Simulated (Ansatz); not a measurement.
The same molecule with X = F, Cl, Br. Ansatz, PBE0-D4/def2-TZVP geometries, multiplicity 1. Each molecule was computed in one conformer, which needn't be the lowest.

Scalar relativity is left out up to krypton.

```json
{"X": "F", "molecule": "`C[O][Mg][F]`", "mean X–Mg bond length / Å": "1.751", "LUMO energy (PBE/def2-TZVPP) / eV": "-2.16", "size of the dipole moment (PBE/def2-TZVPP) / D": "1.56", "LUMO energy (ωB97M-V/def2-TZVPP) / eV": "-0.13"}
{"X": "Br", "molecule": "`C[O][Mg][Br]`", "mean X–Mg bond length / Å": "2.326", "LUMO energy (PBE/def2-TZVPP) / eV": "-2.19", "size of the dipole moment (PBE/def2-TZVPP) / D": "1.44", "LUMO energy (ωB97M-V/def2-TZVPP) / eV": "-0.10"}
```

Question: Give the row for X = Cl, `C[O][Mg][Cl]`. (An estimate is asked.)

Answer: Ansatz gave: 
| X | molecule | mean X–Mg bond length / Å | LUMO energy (PBE/def2-TZVPP) / eV | size of the dipole moment (PBE/def2-TZVPP) / D | LUMO energy (ωB97M-V/def2-TZVPP) / eV |
| --- | --- | --- | --- | --- | --- |
| Cl | `C[O][Mg][Cl]` | 2.176 | -2.15 | 1.57 | -0.08 |

From F to Br the mean X–Mg bond length rises at each step, by 0.575 Å in all; the LUMO energy (PBE/def2-TZVPP) hardly changes; the LUMO energy (ωB97M-V/def2-TZVPP) isn't monotonic: highest at Cl, lowest at F. Bonds lengthen as the atom grows down the group. Dipoles are sizes alone, and their direction can turn along the series.
